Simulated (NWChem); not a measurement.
All runs are NWChem calculations. System: H₄Si₂, charge 0, spin multiplicity 1, displaced from the optimised geometry. The structure started from a generated list of species.

The NWChem input:

```
start mol
memory heap 200 mb stack 900 mb global 1100 mb
geometry units angstroms nocenter noautoz noautosym
  Si    -0.112329     1.036400     0.861277
  H     -0.386292     1.911937    -0.425003
  Si     0.126260    -0.888397    -0.623852
  H      0.857872    -0.646830    -1.956941
  H     -1.359239    -1.174201    -0.963695
  H      0.692634    -2.162944     0.021691
end
basis spherical
  * library def2-tzvp
end
dft
  xc becke88 lyp
  semidirect memsize 60000000 filesize 0
  iterations 100
  convergence nodiis damp 40
end
task dft gradient
```

The output up to the point where the run's verdict is printed (cleaned and shortened):

```
             Northwest Computational Chemistry Package (NWChem) 7.3.0
             --------------------------------------------------------

                                NWChem Input Module
                                -------------------

 Scaling coordinates for geometry "geometry" by  1.889725989
 (inverse scale =  0.529177249)

                             Geometry "geometry" -> ""
                             -------------------------

 Output coordinates in angstroms (scale by  1.889725989 to convert to a.u.)

  No.       Tag          Charge          X              Y              Z
 ---- ---------------- ---------- -------------- -------------- --------------
    1 Si                  14.0000    -0.11232900     1.03640000     0.86127700
    2 H                    1.0000    -0.38629200     1.91193700    -0.42500300
    3 Si                  14.0000     0.12626000    -0.88839700    -0.62385200
    4 H                    1.0000     0.85787200    -0.64683000    -1.95694100
    5 H                    1.0000    -1.35923900    -1.17420100    -0.96369500
    6 H                    1.0000     0.69263400    -2.16294400     0.02169100

 Effective nuclear repulsion energy (a.u.)      71.9524797934

            Nuclear Dipole moment (a.u.)
            ----------------------------
        X                 Y               Z
 ---------------- ---------------- ----------------
     0.0000170075     0.0000075589     0.0000037795


 Summary of "ao basis" -> "" (spherical)
 ------------------------------------------------------------------------------
       Tag                 Description            Shells   Functions and Types
 ---------------- ------------------------------  ------  ---------------------
 *                         def2-tzvp                  on all atoms

                                 NWChem DFT Module
                                 -----------------

 Summary of "ao basis" -> "ao basis" (spherical)
 ------------------------------------------------------------------------------
       Tag                 Description            Shells   Functions and Types
[...]
 d= 0,ls=0.0         52   -392.1445789832  1.05D+01  2.34D-01              40.7
 d= 0,ls=0.0         53   -402.6133342377 -1.05D+01  2.34D-01              41.4
 d= 0,ls=0.0         54   -392.1445789832  1.05D+01  2.34D-01              42.1
 d= 0,ls=0.0         55   -402.6133342377 -1.05D+01  2.34D-01              42.9
 d= 0,ls=0.0         56   -392.1445789833  1.05D+01  2.34D-01              43.6
 d= 0,ls=0.0         57   -402.6133342377 -1.05D+01  2.34D-01              44.3
 d= 0,ls=0.0         58   -392.1445789833  1.05D+01  2.34D-01              45.0
 d= 0,ls=0.0         59   -402.6133342377 -1.05D+01  2.34D-01              45.7
 d= 0,ls=0.0         60   -392.1445789833  1.05D+01  2.34D-01              46.4
 d= 0,ls=0.0         61   -402.6133342377 -1.05D+01  2.34D-01              47.1
 d= 0,ls=0.0         62   -392.1445789833  1.05D+01  2.34D-01              47.8
 d= 0,ls=0.0         63   -402.6133342377 -1.05D+01  2.34D-01              48.5
 d= 0,ls=0.0         64   -392.1445789833  1.05D+01  2.34D-01              49.2
 d= 0,ls=0.0         65   -402.6133342377 -1.05D+01  2.34D-01              49.9
 d= 0,ls=0.0         66   -392.1445789833  1.05D+01  2.34D-01              50.6
 d= 0,ls=0.0         67   -402.6133342377 -1.05D+01  2.34D-01              51.3
 d= 0,ls=0.0         68   -392.1445789833  1.05D+01  2.34D-01              52.1
 d= 0,ls=0.0         69   -402.6133342377 -1.05D+01  2.34D-01              52.8
 d= 0,ls=0.0         70   -392.1445789833  1.05D+01  2.34D-01              53.5
 d= 0,ls=0.0         71   -402.6133342377 -1.05D+01  2.34D-01              54.2
 d= 0,ls=0.0         72   -392.1445789833  1.05D+01  2.34D-01              54.9
 d= 0,ls=0.0         73   -402.6133342377 -1.05D+01  2.34D-01              55.6
 d= 0,ls=0.0         74   -392.1445789833  1.05D+01  2.34D-01              56.4
 d= 0,ls=0.0         75   -402.6133342377 -1.05D+01  2.34D-01              57.1
 d= 0,ls=0.0         76   -392.1445789833  1.05D+01  2.34D-01              57.8
 d= 0,ls=0.0         77   -402.6133342377 -1.05D+01  2.34D-01              58.5
 d= 0,ls=0.0         78   -392.1445789833  1.05D+01  2.34D-01              59.2
 d= 0,ls=0.0         79   -402.6133342377 -1.05D+01  2.34D-01              59.9
 d= 0,ls=0.0         80   -392.1445789833  1.05D+01  2.34D-01              60.6
 d= 0,ls=0.0         81   -402.6133342377 -1.05D+01  2.34D-01              61.3
 d= 0,ls=0.0         82   -392.1445789833  1.05D+01  2.34D-01              62.0
 d= 0,ls=0.0         83   -402.6133342377 -1.05D+01  2.34D-01              62.7
 d= 0,ls=0.0         84   -392.1445789833  1.05D+01  2.34D-01              63.4
 d= 0,ls=0.0         85   -402.6133342377 -1.05D+01  2.34D-01              64.1
 d= 0,ls=0.0         86   -392.1445789832  1.05D+01  2.34D-01              64.9
 d= 0,ls=0.0         87   -402.6133342377 -1.05D+01  2.34D-01              65.6
 d= 0,ls=0.0         88   -392.1445789832  1.05D+01  2.34D-01              66.4
 d= 0,ls=0.0         89   -402.6133342377 -1.05D+01  2.34D-01              67.1
 d= 0,ls=0.0         90   -392.1445789833  1.05D+01  2.34D-01              67.8
 d= 0,ls=0.0         91   -402.6133342377 -1.05D+01  2.34D-01              68.5
 d= 0,ls=0.0         92   -392.1445789832  1.05D+01  2.34D-01              69.3
 d= 0,ls=0.0         93   -402.6133342377 -1.05D+01  2.34D-01              70.0
 d= 0,ls=0.0         94   -392.1445789832  1.05D+01  2.34D-01              70.7
 d= 0,ls=0.0         95   -402.6133342377 -1.05D+01  2.34D-01              71.5
 d= 0,ls=0.0         96   -392.1445789832  1.05D+01  2.34D-01              72.2
 d= 0,ls=0.0         97   -402.6133342377 -1.05D+01  2.34D-01              72.9
 d= 0,ls=0.0         98   -392.1445789833  1.05D+01  2.34D-01              73.6
 d= 0,ls=0.0         99   -402.6133342377 -1.05D+01  2.34D-01              74.3
 d= 0,ls=0.0        100   -392.1445789833  1.05D+01  2.34D-01              75.1
```

The run did not converge; its last values are not results. The next line reads: Calculation failed to converge. NWChem stopped with the message: dft gradient failed.
